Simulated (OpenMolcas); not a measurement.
**Mn³⁺: CASPT2 settings compared**

- Program: OpenMolcas
- Basis: ANO-RCC-VQZP [7s6p4d3f2g1h]
- Scalar Hamiltonian: DKH2, point nucleus
- Active space: 4 electrons in 5 orbitals (3d)
- State averaging: 2S+1 = 5 even, 5 roots; 2S+1 = 3 even, 35 roots kept (CI in the orbitals of an earlier block); 2S+1 = 1 even, 28 roots kept (CI in the orbitals of an earlier block)
- Spin-orbit coupling: state interaction with AMFI integrals over the reference wave functions, term energies averaged over their components

Methods on the same reference wave functions:
A. CASSCF
B. SS-CASPT2, IPEA 0.35 Eh, imaginary shift 0.05 Eh (closed shells correlated: 3s 3p)
C. SS-CASPT2, IPEA 0.5 Eh, imaginary shift 0.1 Eh (closed shells correlated: none)
D. SS-CASPT2, IPEA 0 Eh, sigma2 regulariser 0.25 Eh (closed shells correlated: 3s 3p)

Energies in cm⁻¹ above 3d⁴ ⁵D₀, the measured ground level; measured values from Corliss and Sugar, J. Phys. Chem. Ref. Data 6, 1253 (1977).

| Level | A | B | C | D | Measured |
| --- | --- | --- | --- | --- | --- |
| 3d⁴ ⁵D₀ | 0.0 | 0.0 | 0.0 | 0.0 | 0.0 |
| 3d⁴ ⁵D₁ | 98.3 | 99.7 | 99.6 | 100 | 99.0 |
| 3d⁴ ⁵D₂ | 291 | 294 | 294 | 295 | 287 |
| 3d⁴ ⁵D₃ | 572 | 576 | 576 | 577 | 552 |
| 3d⁴ ⁵D₄ | 934 | 937 | 937 | 937 | 886 |
| 3d⁴ ³H₄ | 23914 | 21760 | 22800 | 21240 | 21281 |
| 3d⁴ ³H₅ | 24121 | 21980 | 23010 | 21460 | 21475 |
| 3d⁴ ³H₆ | 24356 | 22220 | 23250 | 21700 | 21679 |
| 3d⁴ ³P₀ | 25822 | 21140 | 21740 | 20280 | 20654 |
| 3d⁴ ³P₁ | 26415 | 21750 | 22330 | 20900 | 21279 |
| 3d⁴ ³P₂ | 27487 | 22820 | 23400 | 21960 | 22325 |
| 3d⁴ ³F₂ | 27553 | 23460 | 24610 | 22600 | 22791 |
| 3d⁴ ³F₃ | 27621 | 23530 | 24690 | 22670 | 22862 |
| 3d⁴ ³F₄ | 27736 | 23650 | 24810 | 22790 | 22959 |
| 3d⁴ ³G₃ | 30200 | 26180 | 27940 | 25520 | 25440 |
| 3d⁴ ³G₄ | 30451 | 26430 | 28190 | 25770 | 25671 |
| 3d⁴ ³G₅ | 30658 | 26650 | 28420 | 25990 | 25878 |
| 3d⁴ ¹I₆ | 36009 | 32810 | 34380 | 32560 |  |
| 3d⁴ ¹G₄ | 38021 | 32380 | 34530 | 31840 |  |
| 3d⁴ ³D₃ | 39054 | 32410 | 35330 | 31470 | 31385 |
| 3d⁴ ³D₂ | 39133 | 32490 | 35400 | 31550 | 31474 |
| 3d⁴ ³D₁ | 39212 | 32570 | 35490 | 31620 | 31581 |

Deviations, from unrounded energies. A percentage is the sum of absolute deviations over the sum of measured energies, with the sign that they share, or ± where signs differ.

```csv
Against measurement,Levels,A,B,C,D
mean absolute deviation (cm-1),19,4000,550,1700,120
fine structure of the ground term (%),4,±4.0,+4.6,+4.5,+4.7
other terms of the ground configuration (%),15,+20.3,+2.8,+8.9,±0.6
```

D lies closest to measurement on these levels and A furthest from it. The largest miss of D in the table is 3d⁴ ³P₁, by -380 cm-1. The ranking rests on the paired levels alone, and a cruder setting can come out closer through cancelling errors.

Among B to D the level of the table that moves most is 3d⁴ ³D₃, by 3900 cm-1 (lowest in D, highest in C). Moves below CASPT2's spread within the term are not significant.

From A to B the spin-free energies of the other terms of 3d⁴ shown, above ⁵D, scale by factors of 0.82 to 0.91, as is usual when dynamic correlation screens the repulsion within a d or f shell.

The lowest spin-free term lies below A's lowest term by 0.416 hartree in B, 0.046 hartree in C, 0.427 hartree in D.

Term energies are means over components that CASPT2 splits; among the terms shown or strongly mixed into the levels shown the widest spread is 680 cm-1 (3d⁴ ¹I, D). Terms from blocks run as CI alone lack orbitals of their own. The CASPT2 spread within a term exceeds the gap to the next term for 3d⁴ ¹G and 3d⁴ ³D, so the order of their levels is uncertain (figures for B; the like holds for C). Without dynamic correlation excited terms often stand tens of per cent too high (terms of higher spin than the ground term too low), and those without a measured partner can miss by more than the paired ones (holds for A). Measured partners are found by configuration, term and J. A level has none where our copy of the source lacks it or the pairing is in doubt (some pairs that miss far off the trend of their configuration count as doubtful), and it then counts in no deviation. Only configurations of the active space appear. Levels that lie high or do not pair safely by name in every column are left out.
